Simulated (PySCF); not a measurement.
HBrZn, singlet, geometry from GFN2-xTB (such geometries of metal compounds can be far from the true shape).

Input for PySCF:
```python
from pyscf import gto, scf, dft

mol = gto.Mole()
mol.atom = '''
    Zn   -0.00000000   -0.00000000   -1.15550691
    H    -0.00000000   -0.00000000   -2.62558154
    Br    0.00000000    0.00000000    1.06545111
'''
mol.basis = 'sto-3g'
mol.verbose = 4
mol.max_memory = 1800
mol.build()

mf = dft.RKS(mol)
mf.xc = 'camb3lyp'
mf = mf.density_fit(auxbasis='def2-universal-jkfit')
mf.kernel()
```

Give the Mulliken (on the basis functions themselves) charges in atom order at the level DF-CAMB3LYP/STO-3G run with PySCF.

Zn1 0.39, H2 -0.20, Br3 -0.19

Give the nuclear repulsion energy at the level DF-CAMB3LYP/STO-3G.

265.9954 Eh

What is the computed number of basis functions (DF-CAMB3LYP/STO-3G)?

37

Predict the HOMO energy from DF-CAMB3LYP/STO-3G.

-1.45 eV

Estimate the total energy that DF-CAMB3LYP/STO-3G returns for this input.

-4305.2985 Eh

Give the HOMO-LUMO gap at the level DF-CAMB3LYP/STO-3G.

4.52 eV
